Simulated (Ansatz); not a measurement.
Isolated molecules relaxed with PBE0-D4/def2-TZVP in Ansatz; ΔE leaves out vibrations. CCSD(T)/CBS adds triple-zeta CCSD(T) − MP2 to the extrapolated MP2 energy (def2 sets, frozen cores). This one scheme is used for every species. For Ge outer-core shells are correlated without core-valence functions, which leaves a few kJ/mol of doubt a bond. Scalar relativity is left out up to krypton. Each species was taken in one conformer, which may not be the lowest.

Reaction (cleavage of the Ge–Si bond): `C=C[SiH2][GeH3]` + H₂S → `[SH][GeH3]` + `C=C[SiH3]`

`C=C[SiH2][GeH3]`:

```xyz
12

C    -1.747   -0.094    1.583
C    -0.495   -0.393    1.249
Si    0.028   -0.810   -0.486
Ge    1.488    0.864   -1.347
H    -2.028    0.167    2.600
H    -2.551   -0.099    0.852
H     0.266   -0.368    2.029
H    -1.184   -0.906   -1.344
H     0.747   -2.114   -0.518
H     2.718    1.029   -0.436
H     1.987    0.501   -2.757
H     0.771    2.224   -1.425
```

H₂S:

Cartesian coordinates in Å:
```
S -0.177 0.482 -0.347
H -0.834 -0.515 0.264
H 1.012 0.034 0.083
```

`[SH][GeH3]`:

Z-matrix (Å, degrees):
```
Ge
S 1 2.224
H 1 1.536 2 110.4
H 1 1.533 2 104.8 3 119.2
H 1 1.536 2 110.4 3 -121.7
H 2 1.343 1 94.6 3 60.6
```

`C=C[SiH3]`:

Z-matrix (Å, degrees):
```
Si
C 1 1.859
H 1 1.488 2 110.8
H 1 1.487 2 109.0 3 -120.3
H 1 1.488 2 110.8 3 119.3
C 2 1.330 1 123.1 3 120.2
H 2 1.089 1 118.8 3 -59.8
H 6 1.087 2 122.2 1 -180.0
H 6 1.087 2 121.7 1 0.0
```

```csv
level,ΔE (kJ/mol)
SCS-MP2/def2-QZVPP,-31.6
CCSD/CBS(def2),-24.5
```

(1) What does CCSD(T)/CBS give? (An estimate is asked.)

Largest T1 diagnostic among the species: 0.012.

Results:

(1) Ansatz gave: -23.4 kJ/mol. The listed levels differ from it by -8.2, -1.1 kJ/mol.

The D4 term adds +3.6 kJ/mol with B3LYP and +2.4 kJ/mol with PBE0; it sums over pairs of atoms, weighted by their polarisabilities, and B3LYP, whose exchange is more repulsive, gets the larger term. From PBE to PBE0 (25 % exact exchange), in def2-TZVPP and without D4, ΔE moves by −3.1 kJ/mol.

B3LYP here is the variant with VWN-RPA as its local correlation; programs differ in this.
